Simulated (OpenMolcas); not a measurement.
**Lines of O4+: computed and rescaled rates**

```yaml
Program: OpenMolcas
Method: "MS-CASPT2, IPEA 0.25 Eh, imaginary shift 0.1 Eh (closed shells correlated: 1s)"
Basis: ANO-R3 [4s4p2d1f]
Scalar_Hamiltonian: X2C, finite nucleus
Active_space: 2 electrons in 4 orbitals (2s 2p)
State_averaging: 2S+1 = 3 even, 3 roots; 2S+1 = 1 even, 7 roots; 2S+1 = 3 odd, 3 roots; 2S+1 = 1 odd, 3 roots
Spin-orbit_coupling: state interaction with AMFI integrals over the reference wave functions, term energies averaged over their components
```

Rates come from the transition moments of the reference wave functions (E1 and E2 in the length form). At fixed line strength A goes as λ^-3 for E1 and M1 and as λ^-5 for E2, so a rate at the computed wavelength can be rescaled to the measured one. Measured vacuum wavelengths follow from level energies in Moore, Selected Tables of Atomic Spectra, NSRDS-NBS 3, section 9. Branching counts decays inside the model space alone, at computed energies, and the table is only a selection of the E1 lines, drawn from those between levels with measured partners whose computed energy lies within a factor of 1.5 of the measured one.

```csv
Upper,Lower,Type,λ computed (nm),λ measured (nm),A computed (s-1),A rescaled (s-1),Branching %
2p2 1S0,2s 2p 1P* 1,E1,77.36,77.45,4.56e+09,4.54e+09,100.0
2s 2p 1P* 1,2s2 1S0,E1,61.98,62.97,2.91e+09,2.77e+09,100.0
2p2 3P0,2s 2p 3P* 1,E1,75.84,76.11,2.37e+09,2.34e+09,100.0
2p2 3P2,2s 2p 3P* 2,E1,75.76,76.04,1.79e+09,1.77e+09,74.9
2p2 3P1,2s 2p 3P* 2,E1,75.93,76.2,9.86e+08,9.76e+08,41.5
2p2 3P1,2s 2p 3P* 0,E1,75.68,75.94,7.96e+08,7.88e+08,33.5
2p2 3P2,2s 2p 3P* 1,E1,75.6,75.87,5.99e+08,5.93e+08,25.1
2p2 3P1,2s 2p 3P* 1,E1,75.76,76.02,5.95e+08,5.89e+08,25.0
2p2 1D2,2s 2p 1P* 1,E1,138.1,137.1,4.11e+08,4.20e+08,99.9
2s 2p 3P* 1,2s2 1S0,E1,121.3,121.8,2.09e+03,,100.0
```

Spin-changing lines and M1 lines between different terms are not rescaled, since their strength hangs on the term gaps too.

The largest correction is for 2s 2p 1P* 1 → 2s2 1S0 (E1): 2.91e+09 × (61.98 / 62.97)^3 = 2.77e+09 s-1, a factor of 0.95.

The computed rate and branching of 2s 2p 1P* 1 → 2s2 1S0 give the upper level a radiative lifetime of 1.000 / 2.91e+09 s-1 = 3.44e-10 s, counting decays inside the model space alone. The rescaled rate gives about 3.6e-10 s.

No measured rate stands beside these. Rescaling mends the energy factor alone: line strengths can still be far off where a level mixes with configurations outside the active space, and weak or spin-changing lines hang on small mixing coefficients that depend on the term gaps too, so rescaling need not improve them.

Measured partners are found by configuration, term and J. A level has none where our copy of the source lacks it or the pairing is in doubt (some pairs that miss far off the trend of their configuration count as doubtful). Levels of configurations outside the active space are missing.

* marks odd parity.
